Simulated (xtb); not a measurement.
C2H8Ge, SMILES C[CH2][GeH3]. All values are semi-empirical tight-binding results from xtb (GFN2-xTB unless named), good for trends rather than for accurate numbers. The structure is a stationary point at GFN2-xTB.

Optimised geometry:

Bonded distances (Å): Ge1–C2 1.974, Ge1–H4 1.496, Ge1–H5 1.495, Ge1–H6 1.495, C2–C3 1.523, C2–H7 1.092, C2–H8 1.092, C3–H9 1.089, C3–H10 1.089, C3–H11 1.089. Angles (°): C2–Ge1–H4 111.9, C2–Ge1–H5 111.5, C2–Ge1–H6 111.5, H4–Ge1–H5 107.5, H4–Ge1–H6 107.5, H5–Ge1–H6 106.8, Ge1–C2–C3 112.5, Ge1–C2–H7 109.0, Ge1–C2–H8 109.0, C3–C2–H7 109.8, C3–C2–H8 109.8, H7–C2–H8 106.7, C2–C3–H9 110.6, C2–C3–H10 110.6, C2–C3–H11 111.0, H9–C3–H10 108.0, H9–C3–H11 108.3, H10–C3–H11 108.3.
Charge 0, spin multiplicity 1.

For metal compounds this method's bond lengths and energies can be far off.

The point group as xtb finds it is Cs, the orbital gap comes out as 8.14 eV and the zero-point energy is 54.1 kcal/mol. The G − E(el) at 298.15 K (modified RRHO) is 36.0 kcal/mol.

### Question
Give the atomic charges and the Wiberg bond orders between heavy atoms. (The exact figures need the calculation; the answer reports its results.)

### Answer
charges (e) Ge1 0.09, C2 -0.09, C3 -0.09, H4 -0.03, H5 -0.03, H6 -0.03, H7 0.03, H8 0.03, H9 0.04, H10 0.04, H11 0.03. Bond orders Ge1–C2 0.90, C2–C3 1.03.
